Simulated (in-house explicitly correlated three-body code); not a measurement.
Computed with an exponentially correlated three-body code. Model: two electrons around a point charge, non-relativistic, variational in 260 exponentially correlated functions (energies converged to about 1e-7 hartree, or 1e-8 relative for large Z).

Command:
```bash
python run_hyl.py task.json out
```
Settings (lengths in bohr, energies in hartree):
```
Z                      6
nuclear_mass           21868.66
interaction_strength   1
functions              260
states_tried           13
```

Cost of the run: 69 s on 1 thread of Arm Neoverse N1, with other jobs on the host.

**Those bound S and P states to n = 4 that converged, binding against the one-electron ion.**

Given: nuclear charge 6; mass of the centre 21869 electron masses.

Computed: one-electron threshold -17.9991769 hartree.

```csv
term,energy (hartree),binding (eV)
1 1S,-32.4047334,392
2 3S,-21.4197742,93.079
2 1S,-21.2210446,87.671
2 3P,-21.2208308,87.666
2 1P,-21.0922836,84.168
3 3S,-19.4695121,40.01
3 1S,-19.4169198,38.579
3 3P,-19.4158688,38.55
3 1P,-19.379613,37.564
4 3S,?,?
4 1S,-18.7926131,21.59
4 3P,?,?
4 1P,-18.7770154,21.166
```

Problem. What belongs in the row 4 3S?

Solution. energy (hartree): -18.8138855; binding (eV): 22.169.

Problem. What belongs in the row 4 3P?

Solution. energy (hartree): -18.7920138; binding (eV): 21.574.

**Converged states only, values per electron or pair.**

| term | mean r (bohr) | mean r squared (bohr²) | mean inverse r (1/bohr) | mean r12 (bohr) | mean inverse r12 (1/bohr) | mean cosine | mean p1 dot p2 (bohr⁻²) | delta r1 (bohr⁻³) | delta r12 (bohr⁻³) |
| --- | --- | --- | --- | --- | --- | --- | --- | --- | --- |
| 1 1S | 0.26681 | 0.095748 | 5.6874 | 0.39533 | 3.4388 | -0.022055 | 0.68471 | 61.435 | 6.1415 |
| 2 3S | 0.67709 | 0.75157 | 3.6558 | 1.1447 | 1.0298 | -0.0071676 | 0.049528 | 37.52 | - |
| 2 1S | 0.70761 | 0.83338 | 3.6341 | 1.1946 | 1.1665 | -0.010292 | 0.05814 | 37.238 | 0.98453 |
| 2 3P | ? | ? | ? | ? | ? | ? | ? | ? | - |
| 2 1P | ? | ? | ? | ? | ? | ? | ? | ? | ? |
| 3 3S | 1.4026 | 3.7477 | 3.2863 | 2.5721 | 0.4964 | -0.0023257 | 0.0143 | 35.265 | - |
| 3 1S | 1.4475 | 4.0159 | 3.2805 | 2.6592 | 0.5326 | -0.0032847 | 0.01789 | 35.206 | 0.28832 |
| 3 3P | 1.3489 | 3.4943 | 3.281 | 2.4681 | 0.54002 | -0.017029 | -0.47157 | 34.279 | - |
| 3 1P | 1.3826 | 3.6864 | 3.2765 | 2.528 | 0.55901 | 0.0096418 | 0.48439 | 34.385 | 0.07656 |
| 4 3S | 2.4282 | 11.975 | 3.1597 | 4.6156 | 0.2885 | -0.00099933 | 0.005929 | 34.741 | - |
| 4 1S | 2.488 | 12.608 | 3.1574 | 4.7342 | 0.30305 | -0.0014132 | 0.007622 | 34.722 | 0.1206 |
| 4 3P | 2.3902 | 11.684 | 3.1575 | 4.541 | 0.30594 | -0.0067709 | -0.18464 | 34.335 | - |
| 4 1P | 2.435 | 12.147 | 3.1557 | 4.6275 | 0.31405 | 0.0038272 | 0.19589 | 34.376 | 0.033354 |

Problem. What belongs in the row 2 3P?

Solution. mean r (bohr): 0.6073; mean r squared (bohr²): 0.60118; mean inverse r (1/bohr): 3.6367; mean r12 (bohr): 1.0201; mean inverse r12 (1/bohr): 1.1988; mean cosine: -0.068476; mean p1 dot p2 (bohr⁻²): -1.9793; delta r1 (bohr⁻³): 34.

Problem. What belongs in the row 2 1P?

Solution. mean r (bohr): 0.63086; mean r squared (bohr²): 0.65543; mean inverse r (1/bohr): 3.6203; mean r12 (bohr): 1.0344; mean inverse r12 (1/bohr): 1.2586; mean cosine: 0.038503; mean p1 dot p2 (bohr⁻²): 1.8423; delta r1 (bohr⁻³): 34.451; delta r12 (bohr⁻³): 0.23266.
